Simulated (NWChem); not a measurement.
The numbers come from NWChem runs, not from measurements. System: C4H5Cl, charge 0, spin multiplicity 1, at a geometry optimised with B3LYP/def2-SVP. The structure started from a generated list of species. Level: MP2/def2-TZVP, 9 core orbitals frozen.

Input file:

```
start mol
memory heap 200 mb stack 800 mb global 1000 mb
geometry units angstroms nocenter noautoz
  Cl     0.064660    -1.785092     0.000000
  C      0.062581    -0.057471     0.000000
  C      1.032411     0.870430     0.000000
  C      0.027207     2.012226     0.000000
  C     -1.093848     0.913050     0.000000
  H      2.122561     0.829161     0.000000
  H      0.036471     2.653705     0.897098
  H      0.036471     2.653705    -0.897098
  H     -1.732412     0.890299     0.897886
  H     -1.732412     0.890299    -0.897886
  symmetry group Cs
end
basis spherical
  * library def2-tzvp
end
scf
  rhf
  nopen 0
  maxiter 100
  thresh 1e-7
  semidirect memsize 60000000 filesize 0
end
mp2
  freeze core 9
end
task mp2 energy
```

Output (cleaned and shortened):

```
             Northwest Computational Chemistry Package (NWChem) 7.3.0
             --------------------------------------------------------

                                NWChem Input Module
                                -------------------

 Scaling coordinates for geometry "geometry" by  1.889725989
 (inverse scale =  0.529177249)

 Turning off AUTOSYM since
 SYMMETRY directive was detected!

                             Geometry "geometry" -> ""
                             -------------------------

 Output coordinates in angstroms (scale by  1.889725989 to convert to a.u.)

  No.       Tag          Charge          X              Y              Z
 ---- ---------------- ---------- -------------- -------------- --------------
    1 Cl                  17.0000     0.06466000    -1.78509200     0.00000000
    2 C                    6.0000     0.06258100    -0.05747100     0.00000000
    3 C                    6.0000     1.03241100     0.87043000     0.00000000
    4 C                    6.0000     0.02720700     2.01222600     0.00000000
    5 C                    6.0000    -1.09384800     0.91305000     0.00000000
    6 H                    1.0000     2.12256100     0.82916100     0.00000000
    7 H                    1.0000     0.03647100     2.65370500     0.89709800
    8 H                    1.0000     0.03647100     2.65370500    -0.89709800
    9 H                    1.0000    -1.73241200     0.89029900     0.89788600
   10 H                    1.0000    -1.73241200     0.89029900    -0.89788600

 Effective nuclear repulsion energy (a.u.)     200.4795497722

            Nuclear Dipole moment (a.u.)
            ----------------------------
        X                 Y               Z
 ---------------- ---------------- ----------------
     0.0000094486     0.0000283459     0.0000000000

      Symmetry information
      --------------------

 Group name             Cs
 Group number              2
 Group order               2
 No. of unique centers     8

      Symmetry unique atoms

     1    2    3    4    5    6    7    9


 Summary of "ao basis" -> "" (spherical)
 ------------------------------------------------------------------------------
       Tag                 Description            Shells   Functions and Types
 ---------------- ------------------------------  ------  ---------------------
 *                         def2-tzvp                  on all atoms

 Summary of "ao basis" -> "ao basis" (spherical)
 ------------------------------------------------------------------------------
       Tag                 Description            Shells   Functions and Types
 ---------------- ------------------------------  ------  ---------------------
 Cl                        def2-tzvp                13       37   5s5p2d1f
 C                         def2-tzvp                11       31   5s3p2d1f
 H                         def2-tzvp                 4        6   3s1p

                                 NWChem SCF Module
                                 -----------------

  ao basis        = "ao basis"
  functions       =   191
  atoms           =    10
  closed shells   =    23
  open shells     =     0
  charge          =   0.00
  wavefunction    = RHF
  use symmetry    = T
  symmetry adapt  = T

 Summary of "ao basis" -> "ao basis" (spherical)
 ------------------------------------------------------------------------------
       Tag                 Description            Shells   Functions and Types
 ---------------- ------------------------------  ------  ---------------------
[...]
    42      4.186696   2 C  s                73     -2.601315   3 C  s
    80      2.140988   3 C  px              112     -1.962314   4 C  py
   182      1.925697   9 H  s               188      1.925697  10 H  s
   164     -1.590824   6 H  s               142     -1.534309   5 C  px

 center of mass
 --------------
 x =   0.02838722 y =  -0.20580415 z =   0.00000000

 moments of inertia (a.u.)
 ------------------
         706.508294230940          20.068284143237           0.000000000000
          20.068284143237         147.022806166256           0.000000000000
           0.000000000000           0.000000000000         830.339322585260

  Mulliken analysis of the total density
  --------------------------------------

    Atom       Charge   Shell Charges
 -----------   ------   -------------------------------------------------------
    1 Cl  17    17.11   2.01  0.45  1.52  1.09  0.82  4.18  1.69  1.08  2.79  1.41  0.02  0.04  0.01
    2 C    6     6.02   0.86  1.12  0.49  0.58  0.14  1.17  1.33  0.14  0.03  0.14  0.01
    3 C    6     6.18   0.86  1.12  0.50  0.58  0.15  1.21  1.32  0.35  0.02  0.07  0.01
    4 C    6     6.10   0.85  1.12  0.46  0.69 -0.01  1.22  1.35  0.30  0.02  0.08  0.01
    5 C    6     6.13   0.85  1.12  0.46  0.70 -0.02  1.22  1.35  0.32  0.02  0.08  0.01
    6 H    1     0.86   0.26  0.49  0.09  0.02
    7 H    1     0.90   0.26  0.50  0.12  0.02
    8 H    1     0.90   0.26  0.50  0.12  0.02
    9 H    1     0.90   0.26  0.50  0.11  0.02
   10 H    1     0.90   0.26  0.50  0.11  0.02

       Multipole analysis of the density wrt the origin
       ------------------------------------------------

     L   x y z        total         open         nuclear
     -   - - -        -----         ----         -------
     0   0 0 0      0.000000      0.000000     46.000000

     1   1 0 0     -0.030053      0.000000      0.000009
     1   0 1 0      0.715723      0.000000      0.000028
     1   0 0 1     -0.000000      0.000000      0.000000

     2   2 0 0    -26.300504      0.000000     86.361544
     2   1 1 0      0.205726      0.000000    -12.095570
     2   1 0 1     -0.000000      0.000000      0.000000
     2   0 2 0    -27.874300      0.000000    372.785090
     2   0 1 1      0.000000      0.000000      0.000000
     2   0 0 2    -28.154842      0.000000     11.505856

                   NWChem MP2 Semi-direct Energy/Gradient Module
                   ---------------------------------------------

  Basis functions       =    191
  Molecular orbitals    =    191
  Frozen core           =      9
  Frozen virtuals       =      0
  Active alpha occupied =     14
  Active beta occupied  =     14
  Active alpha virtual  =    168
  Active beta virtual   =    168
  Use MO symmetry       = T
  Use skeleton AO sym   = T

  AO/Fock/Back tols     =   1.0D-09  1.0D-09  1.0D-09

 GA uses MA = F    GA memory limited = T

 Available:
  local mem=  1.15D+08
 global mem=  1.31D+08
 local disk=  0.00D+00
  mp2_memr nvloc                   168
  nvloc new                   168
   1 passes of  14:        6291456                     191974                 141901591.
   1 passes of  14: M    114537720           G      130999038           F     108246264.
  mp2_memr nvloc                   168
  nvloc new                   168
   2 passes of   7:        6291456                     133197                  70981970.
   2 passes of   7: M    114537720           G      130999038           F     108246264.

 Semi-direct pass number   1 of   2  for RHF alpha+beta  at       68.0s
  vrange nnbf                 17737
  mp2_eaftype                   270  avail_ma_in_mb                   998
 EAF : mp2_eaftype filesize         270   35490985.
  mp2_eaf for mointskh                    270
Node 0 wrote    166.9 Mb in      0.2 s     Agg I/O rate:   687.2 Mb/s
 Done moints_semi at      108.3s
  mp2_eaftype                   270  avail_ma_in_mb                   728
 EAF : mp2_eaftype filesize         270   35490985.
  mp2_eaf for kh                   270
 Done maket at      109.1s
 Semi-direct pass number   2 of   2  for RHF alpha+beta  at      109.1s
  vrange nnbf                 17737
  mp2_eaftype                   270  avail_ma_in_mb                   728
 EAF : mp2_eaftype filesize         270   35490985.
  mp2_eaf for mointskh                    270
Node 0 wrote    166.9 Mb in      0.1 s     Agg I/O rate:  1741.8 Mb/s
 Done moints_semi at      151.8s
  mp2_eaftype                   270  avail_ma_in_mb                   728
 EAF : mp2_eaftype filesize         270   35490985.
  mp2_eaf for kh                   270
 Done maket at      152.6s
 Done multipass loop at      152.6s

          -------------------------------------------
          SCF energy                -613.888112221061
          Correlation energy          -0.825622696952
          Singlet pairs               -0.522204498952
          Triplet pairs               -0.303418198001
          Total MP2 energy          -614.713734918013
          -------------------------------------------

          ---------------------------------------------------
                    Spin Component Scaled (SCS) MP2
          Same spin pairs                     -0.202278798667
          Same spin scaling factor             0.333333333333
          Opposite spin pairs                 -0.623343898285
          Opposite spin scaling fact.          1.200000000000
          SCS-MP2 correlation energy          -0.815438944165
          Total SCS-MP2 energy              -614.703551165226
          ---------------------------------------------------

 -----------------------
 Performance information
 -----------------------

 Timer overhead =  2.09D-07 seconds/call

               Nr. of calls         CPU time (s)                 Wall time (s)                GFlops
             ---------------    -------------------     ------------------------------   -------------------
Name         Min   Avg   Max    Min     Avg     Max     Min     Avg     Max   Mx/calls   Min     Max     Sum
mp2: moin     2     2     2    83.     83.     83.      83.     83.     83.     41.      0.0     0.0     0.0
mp2: make     2     2     2    1.6     1.6     1.6      1.6     1.6     1.6    0.82      0.0     0.0     0.0
mp2: tota     1     1     1    85.     85.     85.      85.     85.     85.     85.      0.0     0.0     0.0

 The average no. of pstat calls per process was 5.00D+00
 with a timing overhead of 1.04D-06s

 Task  times  cpu:      152.6s     wall:      152.6s

 Total times  cpu:      152.6s     wall:      152.6s
```
